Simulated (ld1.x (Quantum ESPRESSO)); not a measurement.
## Before and after: TM potential for lead

ld1.x (Quantum ESPRESSO) 7.5 input, shortened:

```
&input
   title='Pb', zed=82., rel=1, dft='PBE', iswitch=3,
   config='[Xe] 4f14 5d10 6s2 6p0'
 /
 &inputp
   pseudotype=2, tm=.true., lloc=0,
   nlcc=.false.
 /
2
6P  2  1   0.00   0.00  2.05  2.05  0.0
6S  1  0   2.00   0.00  1.60  1.60  0.0
 &test
   configts(1)='6s2 6p0'
 /
```

All-electron outer shells of the reference configuration (PBE, scalar-relativistic, ld1.x):

```tsv
shell	level (eV)	outermost node (bohr)	outermost maximum (bohr)
6s	-27.44	1.01	1.93
6p	-17.17	1.18	2.41
```

Change: core correction a·sin(br)/r model core inside 1.02 bohr.

Cutoffs: the cutoffs (Ry, on a coarse ladder) from which the occupation-weighted sum of valence levels, in a spherical-Bessel basis at the reference potential, stays within 10 and 1 mRy of its value at 400 Ry; they do not see the model core or the augmentation charge, which bear on the density cutoff. Errors are all-electron minus pseudo energies relative to the spin-unpolarised reference configuration.

Task: Predict the effect on cutoff, ghosts and configuration errors.

Result: The potential gets neither clearly harder nor softer (50 Ry and 100 Ry → 50 Ry and 100 Ry); of the 7 tests that both files solve, the error grows in 1 and shrinks in 6 by more than 15 % and 0.3 meV (median size 248.8 → 70.6 meV); neither file shows a bound ghost. A model core, the more so a compact one, raises the density cutoff, which this test does not measure.

| quantity | base | changed |
| --- | --- | --- |
| cutoff, loose | 50 Ry | 50 Ry |
| cutoff, tight | 100 Ry | 100 Ry |
| bound ghosts | none | none |
| error for 6s2 6p2, meV [ΔE -20.02 eV] | +275 | -81 |
| error for 6s2 6p1, meV [ΔE -13.44 eV] | +105 | -31 |
| error for 6s1 6p0, meV [ΔE 32.41 eV] | +119 | -207 |
| error for 6s2 6p2.3, meV [ΔE -20.82 eV] | +318 | -90 |
| error for 6s0 6p4, meV [ΔE -2.19 eV] | +715 | -71 |
| error for 6s1 6p2, meV [ΔE -3.92 eV] | +249 | -16 |
| error for 6s2 6p1.5, meV [ΔE -17.53 eV] | +191 | -59 |
| s: phases at 2.25 bohr within 0.05 rad from the reference energy up to (Ry; the scan ends near 5) | 0.4 | 0.4 |
| p: phases at 2.25 bohr within 0.05 rad from the reference energy up to (Ry; the scan ends near 5) | 3.7 | 3.7 |
